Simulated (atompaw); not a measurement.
## Cutoff test, Cd (Z = 48), PAW (atompaw)

Cd, PAW, made with atompaw 4.2.0.5 (LDA (PW92), scalar-relativistic). Core [Ar] 3d10, reference 4s2 4p6 4d10 5s2 5p0. Waves: 4s (bound): rc 1.40 bohr; 5s (bound): rc 1.90 bohr; 4p (bound): rc 1.40 bohr; 5p (bound, empty): rc 1.90 bohr; 4d (bound): rc 1.90 bohr; 4d channel at -0.55 Ry: rc 1.90 bohr. Local part: bessel scheme, radius 1.55 bohr. Core correction: smooth core density matched at 1.10 bohr. Augmentation charge: besselshape compensation charge, radius 1.75 bohr; PAW radius 1.90 bohr; waves and projectors: modrrkj vanderbiltortho.

The pseudo-atom Hamiltonian at the reference potential is diagonalised in spherical Bessel functions j_l(qr) that vanish at 20 bohr, with q² up to the cutoff. All-electron valence levels (Ry): 4s -7.7794, 5s -0.4377, 4p -4.9236, 5p -0.0974, 4d -0.8745.

Task: How do the lowest levels (Ry) of each channel move with the cutoff, and are there ghosts?

Result:

```json
{"cutoff (Ry)": "8", "s #1": "-6.5872", "s #2": "-0.3696", "s #3": "0.0137", "p #1": "-1.1306", "p #2": "-0.0031", "p #3": "0.0805", "d #1": "-0.4921", "f #1": "0.1139", "Σ f·Δε (mRy)": "29102.9"}
{"cutoff (Ry)": "18", "s #1": "-7.7557", "s #2": "-0.4373", "s #3": "0.0085", "p #1": "-4.4609", "p #2": "-0.0935", "p #3": "0.0512", "d #1": "-0.8577", "f #1": "0.1139", "Σ f·Δε (mRy)": "2992.4"}
{"cutoff (Ry)": "30", "s #1": "-7.7772", "s #2": "-0.4376", "s #3": "0.0085", "p #1": "-4.9140", "p #2": "-0.0974", "p #3": "0.0506", "d #1": "-0.8741", "f #1": "0.1139", "Σ f·Δε (mRy)": "66.4"}
{"cutoff (Ry)": "50", "s #1": "-7.7793", "s #2": "-0.4377", "s #3": "0.0085", "p #1": "-4.9222", "p #2": "-0.0974", "p #3": "0.0506", "d #1": "-0.8744", "f #1": "0.1139", "Σ f·Δε (mRy)": "10.1"}
{"cutoff (Ry)": "70", "s #1": "-7.7794", "s #2": "-0.4377", "s #3": "0.0085", "p #1": "-4.9234", "p #2": "-0.0974", "p #3": "0.0506", "d #1": "-0.8745", "f #1": "0.1139", "Σ f·Δε (mRy)": "1.5"}
{"cutoff (Ry)": "110", "s #1": "-7.7794", "s #2": "-0.4377", "s #3": "0.0085", "p #1": "-4.9236", "p #2": "-0.0974", "p #3": "0.0506", "d #1": "-0.8745", "f #1": "0.1139", "Σ f·Δε (mRy)": "0.3"}
{"cutoff (Ry)": "400", "s #1": "-7.7794", "s #2": "-0.4377", "s #3": "0.0085", "p #1": "-4.9236", "p #2": "-0.0974", "p #3": "0.0506", "d #1": "-0.8745", "f #1": "0.1139", "Σ f·Δε (mRy)": "0.0"}
```

Result: no extra level below or beside the all-electron valence levels (s, p, d, f tested); 10 mRy is reached at 55 Ry and 1 mRy at 90 Ry.
